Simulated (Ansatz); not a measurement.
AlI2 (SMILES [I][Al+][I]), charge +1, singlet (typed; the unrestricted solution is spin-contaminated), geometry from GFN2-xTB (such geometries of metal compounds can be far from the true shape) (core potentials on I), with bond 3-1 at 2.2 times its length; HF/def2-SV(P) in Ansatz (an electronic-structure program).

The Ansatz input:
Ansatz 0.2 input:
```yaml
crystal:
  periodic: [false, false, false]
  atoms:
    - {symbol: Al, position_ang: [0.00000000, 0.00000000, 0.00000000]}
    - {symbol: I, position_ang: [-0.00000000, -0.00000000, -2.47377043]}
    - {symbol: I, position_ang: [0.00000000, 0.00000000, 5.44229495]}
basis:
  gaussian:
    orbitals: def2-SV_P_.json
hamiltonian:
  xc: hf
total_charge: 1
scf: {lower_state_search: standard}
magnetization: {spin_polarized: true}
```
The basis file holds def2-SV(P) in the JSON format of the Basis Set Exchange.

It wrote (shortened):

```
Functional definition: HF
829 factors; integrals over basis functions are off by at most 4.7e-4 eV
mean field evaluation 1: about -22707.4496 eV, gradient 1.8e1 eV
mean field evaluation 2: about -22707.5007 eV, gradient 1.9e1 eV
mean field evaluation 4: about -22710.0299 eV, gradient 9.9e0 eV
mean field evaluation 8: about -22714.4255 eV, gradient 1.1e1 eV
mean field evaluation 16: about -22715.9914 eV, gradient 1.7e-5 eV
mean field evaluation 32: about -22718.9238 eV, gradient 4.0e-2 eV
mean field evaluation 64: about -22707.4496 eV, gradient 1.8e1 eV
mean field evaluation 96: about -22718.8723 eV, gradient 1.8e-1 eV
mean field evaluation 128: about -22718.4075 eV, gradient 4.1e0 eV
mean field evaluation 160: about -22717.5839 eV, gradient 2.6e-1 eV
mean field evaluation 192: about -22717.5085 eV, gradient 5.6e-1 eV
mean field evaluation 224: about -22717.1345 eV, gradient 7.7e0 eV
mean field evaluation 256: about -22717.5880 eV, gradient 1.3e-1 eV
mean field evaluation 288: about -22715.2896 eV, gradient 4.1e0 eV
mean field evaluation 320: about -22707.4496 eV, gradient 1.8e1 eV
mean field -22718.92382927 eV, -834.9050512859 hartree, gradient 5.3e-6 eV, S^2 1.026087; 8 other end points of the search recorded, 0 dependent functions left out
reference -22718.92382927 eV, -834.9050512859 hartree; 31, 31 occupied and 39, 39 virtual orbitals, 829 factors
Total energy: -22718.92382927 eV, -834.9050512859 hartree
```
